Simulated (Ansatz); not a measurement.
C3H5ClSi can be A, `CC#C[SiH2]Cl`, or B, `C=C=C([SiH3])Cl`.

Isolated molecules relaxed with PBE0-D4/def2-TZVP in Ansatz; ΔE leaves out vibrations. CCSD(T)/CBS adds triple-zeta CCSD(T) − MP2 to the extrapolated MP2 energy (def2 sets, frozen cores). DFT in def2-TZVPP. B3LYP here is the variant with VWN-RPA as its local correlation; programs differ in this.

Which isomer does CCSD(T)/CBS put lower? Give the gap. (Best estimate.)

Ansatz gave: A, by 47.7 kcal/mol.

Give E(B) − E(A) in kcal/mol with ωB97M-V, r2SCAN-D4, PBE0-D4, B3LYP-D4, B2PLYP, B3LYP, PBE-D4. (An estimate is asked.)

The calculation gave: ωB97M-V 46.1, r2SCAN-D4 44.2, PBE0-D4 43.7, B3LYP-D4 43.2, B2PLYP 47.2, B3LYP 44.4, PBE-D4 40.3. None reverses the order clearly.

Largest T1 diagnostic: 0.012.

In def2-TZVPP, CCSD(T) changes the Hartree–Fock value by −5.2 kcal/mol (the triples alone add −1.3 kcal/mol) and MP2 by −1.0 kcal/mol. From PBE to PBE0 (25 % exact exchange), in def2-TZVPP and without D4, E(B) − E(A) moves by +3.3 kcal/mol.
